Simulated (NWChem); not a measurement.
# GeH, doublet; SMILES [GeH]

Computed with NWChem. Pople sets run with spherical d functions. Spin-unrestricted. The state is orbitally degenerate and is run as one real component. No stability test was run on the SCF state. Each level has its own optimisation; frequencies are unscaled.

For level B3LYP/6-31G*:

```
Item                               Value
---------------------------------  -----
r Ge–H (Å)                         1.656
highest harmonic frequency (cm⁻¹)   1714
```

Problem. Estimate the same quantities for level CAM-B3LYP/def2-SVP.

Solution. 
- r Ge–H (Å) = 1.611
- highest harmonic frequency (cm⁻¹) = 1861
